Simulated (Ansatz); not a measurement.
Which isomer of C2H2FGaS gives these data?

These gas-phase data were calculated for one isomer of C2H2FGaS at B3LYP/6-31G* (harmonic, unscaled wavenumbers; equilibrium rotational constants with average atomic masses):

```
rotational constants            : 4.157, 1.867, 1.288 GHz
all wavenumbers above 1500 cm⁻¹ : 3476, 2677, 2147
dipole moment                   : 1.74 D (PBE0/def2-TZVPD)
```

Candidates:

(1) `[F][Ga]1[CH]=C[S]1`, a singlet
(2) `C#[C][Ga]([F])[SH]`, a singlet

**Question.** Which structure fits?

**Answer.** Candidate (2). The band at 3476 cm⁻¹ lies where the ≡C–H stretch is expected; (1) has no mode between 3300 and 3560 cm⁻¹.

The same quantities for all candidates:

```tsv
	rotational constants (GHz)	wavenumbers above 1500 cm⁻¹	dipole (D)	E above the lowest, B3LYP/6-31G* (kcal/mol)
(1)	6.073, 2.147, 1.586	3234, 3166, 1525	2.29	0.0
(2)	4.157, 1.867, 1.288	3476, 2677, 2147	1.74	4.3
```

Harmonic stretches to hydrogen usually lie a few per cent above observed fundamentals. Each candidate is one conformer. Programs: Ansatz 0.2.0.
